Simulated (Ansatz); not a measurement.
Ansatz (an electronic-structure program) input file for chrysene (C18H12), SMILES c1cccc2c1ccc1c2ccc2ccccc12, B3LYP-D3(BJ)/def2-SVP. Geometry: B3LYP-D3(BJ)/def2-SVP.

Ansatz 0.2 input:
```yaml
crystal:
  periodic: [false, false, false]
  atoms:
    - {symbol: C, position_ang: [0.07295316, 4.67488564, 0.00000000]}
    - {symbol: C, position_ang: [-1.23991047, 4.15758815, -0.00000000]}
    - {symbol: C, position_ang: [-1.45580415, 2.79158908, 0.00000000]}
    - {symbol: C, position_ang: [-0.37617351, 1.87071566, -0.00000000]}
    - {symbol: C, position_ang: [0.95004404, 2.40291284, -0.00000000]}
    - {symbol: C, position_ang: [1.14658591, 3.80688390, -0.00000000]}
    - {symbol: C, position_ang: [2.05877875, 1.50291010, 0.00000000]}
    - {symbol: C, position_ang: [1.87272397, 0.14971559, 0.00000000]}
    - {symbol: C, position_ang: [0.56392461, -0.43037427, 0.00000000]}
    - {symbol: C, position_ang: [0.37617351, -1.87071566, 0.00000000]}
    - {symbol: C, position_ang: [1.45580415, -2.79158908, -0.00000000]}
    - {symbol: C, position_ang: [1.23991047, -4.15758815, 0.00000000]}
    - {symbol: C, position_ang: [-0.07295316, -4.67488564, -0.00000000]}
    - {symbol: C, position_ang: [-1.14658591, -3.80688390, 0.00000000]}
    - {symbol: C, position_ang: [-0.95004404, -2.40291284, 0.00000000]}
    - {symbol: C, position_ang: [-2.05877875, -1.50291010, -0.00000000]}
    - {symbol: C, position_ang: [-1.87272397, -0.14971559, -0.00000000]}
    - {symbol: C, position_ang: [-0.56392461, 0.43037427, -0.00000000]}
    - {symbol: H, position_ang: [0.23567772, 5.75514644, 0.00000000]}
    - {symbol: H, position_ang: [-2.09319091, 4.83988677, 0.00000000]}
    - {symbol: H, position_ang: [-2.48256610, 2.42723086, -0.00000000]}
    - {symbol: H, position_ang: [2.16995613, 4.19096764, -0.00000000]}
    - {symbol: H, position_ang: [3.06955290, 1.91843746, -0.00000000]}
    - {symbol: H, position_ang: [2.74781139, -0.49867598, 0.00000000]}
    - {symbol: H, position_ang: [2.48256610, -2.42723086, 0.00000000]}
    - {symbol: H, position_ang: [2.09319091, -4.83988677, -0.00000000]}
    - {symbol: H, position_ang: [-0.23567772, -5.75514644, -0.00000000]}
    - {symbol: H, position_ang: [-2.16995613, -4.19096764, 0.00000000]}
    - {symbol: H, position_ang: [-3.06955290, -1.91843746, 0.00000000]}
    - {symbol: H, position_ang: [-2.74781139, 0.49867598, -0.00000000]}
basis:
  gaussian:
    orbitals: def2-SVP
hamiltonian:
  xc: b3lyp
  dispersion: d3bj
```

Log of the run:

```
Functional definition: B3LYP
integrals: 0.57 GiB planned
3540 factors; their error is unknown
mean field: 4.12 GiB planned
mean field evaluation 1: about -18833.1614 eV, gradient 7.5e1 eV
mean field evaluation 2: about -18834.4725 eV, gradient 7.4e1 eV
mean field evaluation 4: about -18849.1128 eV, gradient 5.8e0 eV
mean field evaluation 8: about -18849.0620 eV, gradient 6.8e-1 eV
mean field evaluation 16: about -18849.0630 eV, gradient 1.5e-4 eV
mean field -18849.06304683 eV, -692.6902906173 hartree, gradient 6.4e-5 eV, S^2 0.000000; 0 other end points of the search recorded, 0 dependent functions left out
reference -18849.06341009 eV, -692.6903039668 hartree; 60, 60 occupied and 252, 252 virtual orbitals, 3540 factors
Total energy: -18851.06677526 eV, -692.7639262789 hartree
```

The run converged.

Cost: very roughly 40 core-seconds.
